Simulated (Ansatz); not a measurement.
Species: SiP$_{2}$H$_{6}$, charge 0, singlet. SiP2H6 (SMILES P[SiH2]P).
B3LYP-D3(BJ)/def2-TZVP minimum from Ansatz (an electronic-structure program):
```
Si
H 1 1.4832
H 1 1.4832 2 108.38
P 1 2.2676 2 107.32 3 115.62
H 4 1.4191 1 94.17 2 168.86
H 4 1.4191 5 93.71 1 94.47
P 1 2.2676 2 107.32 3 -115.62
H 7 1.4191 1 94.17 2 -168.86
H 7 1.4191 8 93.71 1 -94.47
```
Charge 0, spin multiplicity 1.

Total energies in hartree (Ansatz). Radicals and triplets start from unrestricted determinants; spin-orbit coupling is neglected. Cores are frozen in correlated methods. No relativity. For partners of very few electrons the exact lower level stands in for a higher one.

```csv
species,HF/cc-pV(T+d)Z,CCSD(T)/cc-pV(T+d)Z,HF/cc-pV(Q+d)Z,CCSD(T)/cc-pV(Q+d)Z,CCSD(T)/cc-pV(D+d)Z,CCSDT(Q)/cc-pV(D+d)Z
"1: SiP2H6 (phosphanylsilylphosphane, SMILES P[SiH2]P)",-973.95655,-974.48411,-973.96645,-974.52387,-974.34890,-974.35135
2: Si (triplet),-288.85649,-288.93344,-288.85845,-288.93781,-288.91643,-288.91690
3: P (quartet),-340.71631,-340.82157,-340.71872,-340.82830,-340.79336,-340.79376
4: H (doublet),-0.49981,-0.49981,-0.49995,-0.49995,-0.49928,-0.49928
```

Q: Work out the atomisation energy (electronic, to ground-state atoms) in kcal/mol: take Hartree-Fock from cc-pV(Q+d)Z, extrapolate the CCSD(T) correlation energy as X^-3 (X = 3, 4), and add CCSDT(Q) - CCSD(T) in cc-pV(D+d)Z. 1 hartree = 627.51 kcal/mol.

A: 
Species 1: correlation (64·(-0.55742) - 27·(-0.52756))/37 = -0.57921; step -0.00245; E1 = -973.96645 + (-0.57921) + (-0.00245) = -974.54811
Species 2: correlation (64·(-0.07936) - 27·(-0.07695))/37 = -0.08112; step -0.00047; E2 = -288.85845 + (-0.08112) + (-0.00047) = -288.94004
Species 3: correlation (64·(-0.10958) - 27·(-0.10526))/37 = -0.11273; step -0.00040; E3 = -340.71872 + (-0.11273) + (-0.00040) = -340.83185
Species 4: correlation (64·(0.00000) - 27·(0.00000))/37 = 0.00000; step +0.00000; E4 = -0.49995 + (0.00000) + (+0.00000) = -0.49995
-1·E1 +1·E2 +2·E3 +6·E4 = 0.94467 hartree = 592.8 kcal/mol.
